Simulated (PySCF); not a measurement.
Correlation energy of Cl²⁺ (chlorine, charge +2)

[Ne] 3s2 3p3, high-spin 4S determinant. Calculation: PySCF 2.14, in aug-cc-pVDZ-DK; scalar relativity by spin-free X2C-1e. Frozen: [Ne]; 5 electrons correlated.

```
  level  correlation energy (mhartree)
   CCSD                         -90.53
    (T)                          -0.94
CCSD(T)                         -91.47
  CCSDT                         -91.67
```

Diagnostics: T1 = 0.0015, D1 = 0.0045, largest double amplitude 0.053.

Cost of the coupled-cluster step: of the order of 0.16 core-seconds, for 5 correlated electrons.

Iterations:

```
CC2 = 0
CCSD nocc = (np.int64(4), np.int64(1)), nmo = (22, 22)
frozen orbitals [[0, 1, 2, 3, 4], [0, 1, 2, 3, 4]]
max_cycle = 100
direct = 0
conv_tol = 1e-08
conv_tol_normt = 1e-06
diis_space = 8
diis_start_cycle = 0
Init t2, MP2 energy = -0.071685248223698
Init E_corr(UCCSD) = -0.0716852482243717
cycle = 1  E_corr(UCCSD) = -0.0863402943379397  dE = -0.0146550461  norm(t1,t2) = 0.0367922
cycle = 2  E_corr(UCCSD) = -0.0894329736872852  dE = -0.00309267935  norm(t1,t2) = 0.0101002
cycle = 3  E_corr(UCCSD) = -0.0905494198207538  dE = -0.00111644613  norm(t1,t2) = 0.00341791
cycle = 4  E_corr(UCCSD) = -0.0905254208825583  dE = 2.39989382e-05  norm(t1,t2) = 0.000353405
cycle = 5  E_corr(UCCSD) = -0.0905258065455335  dE = -3.85662975e-07  norm(t1,t2) = 3.18402e-05
cycle = 6  E_corr(UCCSD) = -0.0905253958369416  dE = 4.10708592e-07  norm(t1,t2) = 5.67437e-06
cycle = 7  E_corr(UCCSD) = -0.0905256021318432  dE = -2.06294902e-07  norm(t1,t2) = 8.30164e-07
cycle = 8  E_corr(UCCSD) = -0.0905255416358632  dE = 6.04959799e-08  norm(t1,t2) = 1.54017e-07
cycle = 9  E_corr(UCCSD) = -0.0905255440597136  dE = -2.42385041e-09  norm(t1,t2) = 1.83774e-08
UCCSD converged
E(UCCSD) = -459.7093139651618  E_corr = -0.09052554405971364
UCCSD(T) correction = -0.000935340193009922
```
